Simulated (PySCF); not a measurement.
`OCC[C@@H](F)Br`, C$_{3}$H$_{6}$BrFO

Molfile (atoms numbered from 1):
```
C3H6BrFO
     RDKit          3D

 12 11  0  0  0  0  0  0  0  0999 V2000
   -2.0568   -0.0182    0.7844 O   0  0  0  0  0  0  0  0  0  0  0  0
   -0.9543    0.3788    0.0074 C   0  0  0  0  0  0  0  0  0  0  0  0
    0.2051   -0.5561    0.3545 C   0  0  0  0  0  0  0  0  0  0  0  0
    1.4494   -0.2410   -0.4595 C   0  0  1  0  0  0  0  0  0  0  0  0
    2.3737    0.4095    0.2855 F   0  0  0  0  0  0  0  0  0  0  0  0
    2.2996   -1.8608   -1.1795 Br  0  0  0  0  0  0  0  0  0  0  0  0
   -2.8093    0.5493    0.5902 H   0  0  0  0  0  0  0  0  0  0  0  0
   -0.6762    1.4212    0.2249 H   0  0  0  0  0  0  0  0  0  0  0  0
   -1.1840    0.2977   -1.0661 H   0  0  0  0  0  0  0  0  0  0  0  0
    0.4385   -0.4629    1.4168 H   0  0  0  0  0  0  0  0  0  0  0  0
   -0.1310   -1.5789    0.1792 H   0  0  0  0  0  0  0  0  0  0  0  0
    1.2375    0.3871   -1.3328 H   0  0  0  0  0  0  0  0  0  0  0  0
  1  2  1  0
  2  3  1  0
  3  4  1  0
  4  5  1  0
  4  6  1  0
  1  7  1  0
  2  8  1  0
  2  9  1  0
  3 10  1  0
  3 11  1  0
  4 12  1  6
M  END
```

Method used: GIAO CAM-B3LYP/pcSseg-1 magnetisability, rotational g tensor and spin-rotation constants, non-relativistic, gas phase in PySCF 2.14.0. Geometry: GFN2-xTB, dihedral held. The dihedral C2–C3–C4–Br6 is held at 225°.

The calculation is non-relativistic, which matters for the atoms heavier than Zn.

(1) What are the magnetisability and the molar susceptibility?

(2) Split it along the inertial axes a, b, c into diamagnetic and paramagnetic parts about the centre of mass, with the quadrupole moment.

(3) And the rotational g tensor?

Results:

(1) Isotropic -1199 × 10⁻³⁰ J/T², or -72.2 × 10⁻⁶ cm³/mol; principal values -1275, -1242, -1079 × 10⁻³⁰ J/T², anisotropy 182 × 10⁻³⁰ J/T² (root of half the summed squared differences of the principal values). The susceptibility is in cgs units.

(2) 
```
axis  χ (10⁻⁶ cm³/mol)  diamagnetic (10⁻⁶ cm³/mol)  paramagnetic (10⁻⁶ cm³/mol)  summed x² of all electrons (Å²)  quadrupole Θ (D Å)
   a             -76.4                      -332.7                        256.2                            279.9               +6.82
   b             -74.8                     -1273.5                       1198.8                             58.1               -6.55
   c             -65.3                     -1433.7                       1368.4                             20.3               -0.27
```
Anisotropies 2χaa − χbb − χcc = -12.8 and 2χbb − χaa − χcc = -7.7 × 10⁻⁶ cm³/mol. Θ is traceless in Buckingham's convention.

(3) 
```tsv
axis	rotational constant (GHz)	g	nuclear part	electronic part
a	4.5964	-0.0242	0.5291	-0.5533
b	0.9370	-0.0022	0.5255	-0.5277
c	0.8137	-0.0069	0.5161	-0.5231
```
Asymmetric top; isotopes 79Br, 12C, 19F, 1H, 16O; no vibrational averaging.
